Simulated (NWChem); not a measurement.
System: MnHOF, sextet; SMILES [OH][Mn][F]

```xyz
4

Mn     0.0136    -0.0271     0.0000
F     -0.0534     1.7579     0.0000
O      0.2038    -1.8140     0.0000
H     -0.4053    -2.5528     0.0000
```
Atoms are numbered in this order, from 1.

Level: PBE0/def2-SVP, spin-unrestricted (NWChem), optimised geometry, unscaled harmonic frequencies. This spin state was assumed; another may lie lower.

Question: List the harmonic frequencies with IR intensities, and the thermochemistry.

Answer: 
```tsv
frequency (cm⁻¹)	IR intensity (km/mol)
123	26.7
129	7.4
400	172.4
609	11.3
763	186.6
3987	93.8
```

The zero-point energy is 8.6 kcal/mol and the thermal correction to the enthalpy at 298.15 K (with zero-point energy) is 12.2 kcal/mol. The heat capacity Cv comes out as 13.0 cal/(mol K) and the entropy at 298.15 K and 1 atm (symmetry number 1, electronic part: spin degeneracy alone) is 70.9 cal/(mol K). The dipole moment is 2.14 D.

Rigid rotor and harmonic oscillator.
